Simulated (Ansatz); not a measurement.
A run for Ansatz (a first-principles code): U-B3LYP/def2-TZVPPD on HIMg (SMILES [MgH][I]), a point of a bond scan (R = 3.870 Å). Elements past Kr take the def2 small-core potentials; no spin–orbit coupling. Files ending in .json are basis or fitting sets from the Basis Set Exchange.

Ansatz 0.2 input:
```yaml
crystal:
  periodic: [false, false, false]
  atoms:
    - {symbol: Mg, position_ang: [-0.00000000, -0.00000000, -2.02827611]}
    - {symbol: H, position_ang: [0.00000000, 0.00000000, -5.89786525]}
    - {symbol: I, position_ang: [0.00000000, 0.00000000, 0.52924565]}
basis:
  gaussian:
    orbitals: def2-TZVPPD.json
hamiltonian:
  xc: {name: B3LYP}
magnetization: {spin_polarized: true, initial_magnetization: 0}
```

Program output:

```
WARN ansatz: RAYON_NUM_THREADS=1 ignored (pool sized by the plan → 1); use --threads N
Functional definition: B3LYP
integrals: 0.03 GiB planned
810 factors; their error is unknown
mean field: 0.43 GiB planned
mean field evaluation 1: about -13558.5397 eV, gradient 1.5e1 eV
mean field evaluation 2: about -13550.5629 eV, gradient 2.3e1 eV
mean field evaluation 4: about -13561.0165 eV, gradient 8.6e0 eV
mean field evaluation 8: about -13562.7616 eV, gradient 4.7e-1 eV
mean field evaluation 16: about -13562.9872 eV, gradient 7.9e-4 eV
mean field evaluation 32: about -13562.6342 eV, gradient 4.5e0 eV
mean field -13563.59518055 eV, -498.4529291502 hartree, gradient 1.4e-5 eV, S^2 0.867942; 1 other end points of the search recorded, 0 dependent functions left out
reference -13563.59543155 eV, -498.4529383741 hartree; 19, 19 occupied and 92, 92 virtual orbitals, 810 factors
Total energy: -13563.59543155 eV, -498.4529383741 hartree
```

Self-consistency was reached. Its determinant has ⟨S²⟩ = 0.87, a mixture of spin states.

Cost: roughly 8 core-seconds.
